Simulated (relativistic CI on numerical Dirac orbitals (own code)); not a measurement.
Calculated levels, Ir⁴¹⁺

These numbers are calculated, not measured: Dirac-Coulomb-Breit CI, orbitals from a KLI potential per configuration, model QED (radiative potential, 1s self-energy scaled to tabulated hydrogen-like ionisation energies), unscaled Slater integrals (own radial code, finite nucleus).

Configurations in the expansion (outside the closed core [Ar] 3d10): 4s2 4p6, 4s2 4p5 4d, 4s 4p6 4d, 4s2 4p5 4f, 4s 4p6 4f, 4p6 4d 4f, 4s2 4p5 5s, 4p6 4d2, 4p5 4d3, 4p5 4d2 4f, 4p5 4d2 5s, 4p6 4f2, 4p5 4d 4f2, 4p5 4f3, 4p5 4f2 5s. Double excitations out of closed p, d and f shells are left out; levels of such configurations are missing from the list, as are those of other unlisted configurations, and high levels can miss mixing partners.

```tsv
No.	Configuration	Term	J	E (eV)	%	Next component (%)	Lifetime (s)	jj configuration (%)
1	4s2 4p6	1S	0	0.00	100			closed (100)
2	4s2 4p5 4d	3P°	0	159.11	100			4p3/2^3 4d3/2 (100)
3	4s2 4p5 4d	3P°	1	164.24	73	27 3D°	2.43e-10	4p3/2^3 4d3/2 (94)
4	4s2 4p5 4d	3F°	3	167.24	57	35 1F°	4.19e-02	4p3/2^3 4d3/2 (100)
5	4s2 4p5 4d	3D°	2	168.80	53	19 3F°	1.87e-03	4p3/2^3 4d3/2 (99)
6	4s2 4p5 4d	3F°	4	187.25	100		2.06e-05	4p3/2^3 4d5/2 (100)
7	4s2 4p5 4d	1D°	2	190.01	47	43 3P°	9.49e-06	4p3/2^3 4d5/2 (99)
8	4s2 4p5 4d	3D°	3	195.91	69	30 1F°	8.91e-06	4p3/2^3 4d5/2 (100)
9	4s2 4p5 4d	1P°	1	213.46	43	39 3D°	1.10e-12	4p3/2^3 4d5/2 (88)
10	4s2 4p5 4d	3F°	2	279.13	72	23 1D°	7.25e-08	4p1/2 4p3/2^4 4d3/2 (100)
11	4s2 4p5 4d	1P°	1	302.74	57	35 3D°	3.08e-13	4p1/2 4p3/2^4 4d3/2 (94)
12	4s2 4p5 4d	3P°	2	303.96	43	39 3D°	7.23e-08	4p1/2 4p3/2^4 4d5/2 (100)
13	4s2 4p5 4d	3F°	3	306.63	41	35 1F°	6.69e-08	4p1/2 4p3/2^4 4d5/2 (100)
14	4s2 4p5 4f	3D	1	377.82	70	30 4s 4p6 4d 3D	8.14e-12	4p3/2^3 4f5/2 (70)
15	4s2 4p5 4f	3D	2	384.55	58	26 4s 4p6 4d 3D	4.08e-12	4p3/2^3 4f5/2 (51)
16	4s2 4p5 4f	3G	4	393.53	57	39 1G	1.73e-12	4p3/2^3 4f5/2 (100)
17	4s2 4p5 4f	3F	3	394.91	48	36 3D	2.52e-12	4p3/2^3 4f5/2 (47)
18	4s2 4p5 4f	3G	5	397.19	100		2.14e-12	4p3/2^3 4f7/2 (100)
19	4s2 4p5 4f	1F	3	398.67	58	22 3G	1.97e-12	4p3/2^3 4f5/2 (52)
20	4s2 4p5 4f	3F	4	404.57	69	27 1G	2.01e-12	4p3/2^3 4f7/2 (100)
21	4s2 4p5 4f	1D	2	406.12	48	43 3F	1.42e-12	4p3/2^3 4f7/2 (47)
22	4s 4p6 4d	3D	1	412.10	70	30 4s2 4p5 4f 3D	4.34e-13	4s 4d3/2 (70)
23	4s 4p6 4d	3D	2	412.81	40	27 1D	6.53e-13	4s 4d3/2 (67)
24	4s 4p6 4d	3D	3	428.56	86	6 4s2 4p5 4f 3F	5.72e-13	4s 4d5/2 (86)
25	4s 4p6 4d	1D	2	435.70	70	26 3D	5.83e-13	4s 4d5/2 (94)
26	4s2 4p5 4f	3G	3	507.14	71	20 1F	1.70e-12	4p1/2 4p3/2^4 4f5/2 (100)
27	4s2 4p5 4f	3F	2	514.33	44	37 1D	1.61e-12	4p1/2 4p3/2^4 4f5/2 (99)
28	4s2 4p5 4f	3D	3	514.94	50	31 3F	1.54e-12	4p1/2 4p3/2^4 4f7/2 (98)
29	4s2 4p5 4f	3G	4	515.22	39	34 1G	2.12e-12	4p1/2 4p3/2^4 4f7/2 (100)
30	4s 4p6 4f	3F°	2	629.74	100		5.14e-13	4s 4f5/2 (100)
31	4s 4p6 4f	3F°	3	631.10	86	13 1F°	4.98e-13	4s 4f5/2 (89)
32	4s 4p6 4f	3F°	4	635.77	100		5.19e-13	4s 4f7/2 (100)
33	4s 4p6 4f	1F°	3	640.23	86	13 3F°	5.18e-13	4s 4f7/2 (89)
34	4s2 4p5 5s	3P°	2	757.07	100		2.71e-10	4p3/2^3 5s (100)
35	4s2 4p5 5s	1P°	1	759.10	65	34 3P°	2.18e-13	4p3/2^3 5s (100)
36	4p6 4d2	3F	2	809.13	75	21 1D		4d3/2^2 (98)
37	4p6 4d2	3P	0	818.68	73	26 1S		4d3/2^2 (97)
38	4p6 4d2	3F	3	831.65	99	1 4p5 4d2 4f 3F		4d3/2 4d5/2 (99)
39	4p6 4d2	3P	2	836.27	50	31 1D		4d3/2 4d5/2 (98)
40	4p6 4d2	1G	4	837.50	65	34 3F		4d3/2 4d5/2 (97)
41	4p6 4d2	3P	1	837.74	99	1 4p5 4d2 4f 3P		4d3/2 4d5/2 (99)
42	4p6 4d2	3F	4	857.96	65	34 1G		4d5/2^2 (97)
43	4p6 4d2	1D	2	861.45	47	47 3P		4d5/2^2 (99)
44	4s2 4p5 5s	3P°	0	872.26	100		2.67e-10	4p1/2 4p3/2^4 5s (100)
45	4p6 4d2	1S	0	872.47	73	26 3P		4d5/2^2 (97)
46	4s2 4p5 5s	3P°	1	873.29	65	34 1P°	5.88e-13	4p1/2 4p3/2^4 5s (100)
47	4p5 4d3	3D°	2	967.78	26	22 5F°		4p3/2^3 4d3/2^3 (94)
48	4p5 4d3	5D°	1	969.53	32	21 5F°		4p3/2^3 4d3/2^3 (88)
49	4p5 4d3	5D°	0	971.56	58	37 3P°		4p3/2^3 4d3/2^3 (92)
50	4p5 4d3	3F°	3	973.45	24	16 5G°		4p3/2^3 4d3/2^3 (94)
51	4p5 4d3	5F°	3	986.33	36	29 5D°		4p3/2^3 4d3/2^2 4d5/2 (94)
52	4p5 4d3	5S°	2	988.59	34	20 3P°		4p3/2^3 4d3/2^2 4d5/2 (93)
53	4p5 4d3	5G°	4	989.28	32	29 5F°		4p3/2^3 4d3/2^2 4d5/2 (94)
54	4p5 4d3	3F°	2	990.97	40	36 5D°		4p3/2^3 4d3/2^2 4d5/2 (94)
55	4p5 4d3	5D°	1	991.90	40	35 3D°		4p3/2^3 4d3/2^2 4d5/2 (95)
56	4p5 4d3	3G°	5	993.29	29	28 3H°		4p3/2^3 4d3/2^2 4d5/2 (92)
57	4p5 4d3	3G°	3	993.41	44	29 3F°		4p3/2^3 4d3/2^2 4d5/2 (94)
58	4p5 4d3	3F°	4	993.71	33	16 1G°		4p3/2^3 4d3/2^2 4d5/2 (94)
59	4p5 4d3	3P°	0	993.72	44	31 5D°		4p3/2^3 4d3/2^2 4d5/2 (89)
60	4p5 4d3	3H°	6	994.86	45	22 3I°		4p3/2^3 4d3/2^2 4d5/2 (97)
61	4p5 4d3	3G°	4	997.45	31	18 1G°		4p3/2^3 4d3/2^2 4d5/2 (95)
62	4p5 4d3	3D°	2	997.99	31	24 1D°		4p3/2^3 4d3/2^2 4d5/2 (94)
63	4p5 4d3	3S°	1	998.01	34	26 3P°		4p3/2^3 4d3/2^2 4d5/2 (95)
64	4p5 4d3	3G°	3	998.29	24	20 5D°		4p3/2^3 4d3/2^2 4d5/2 (93)
65	4p5 4d3	3G°	5	1002.20	33	27 1H°		4p3/2^3 4d3/2^2 4d5/2 (95)
66	4p5 4d3	5D°	4	1004.50	34	25 3F°		4p3/2^3 4d3/2^2 4d5/2 (86)
67	4p5 4d3	3G°	3	1005.01	52	22 4p6 4d 4f 3G°		4p3/2^3 4d3/2^2 4d5/2 (63)
68	4p5 4d3	3P°	2	1006.30	35	19 3D°		4p3/2^3 4d3/2^2 4d5/2 (91)
69	4p5 4d3	3F°	2	1010.25	35	15 4p6 4d 4f 3F°		4p3/2^3 4d3/2^2 4d5/2 (65)
70	4p5 4d3	3G°	4	1010.89	27	23 5F°		4p3/2^3 4d3/2 4d5/2^2 (91)
```

Energies count from the lowest computed level; ° marks odd parity; lifetimes are radiative, by E1, M1, E2, M2, E3 decay to levels of this space only; some are left blank where a channel outside the calculation adds to the decay or the decay crosses a small, uncertain gap. Filled j subshells are mostly left out of the jj labels.

The mean weight of the leading LS term, summed over parents, in these 70 levels is 58 %, and that of the leading jj configuration (from the same eigenvectors) 91 %, so jj coupling describes them better and the LS labels are nominal.

At this charge energies of transitions that change n are usually good to better than 1 %, and those within a shell (Δn = 0) to a few per cent.

LS names give the leading component of a level, which can be under half, so a name can repeat, a term be missing and a line seem to break the LS rules.
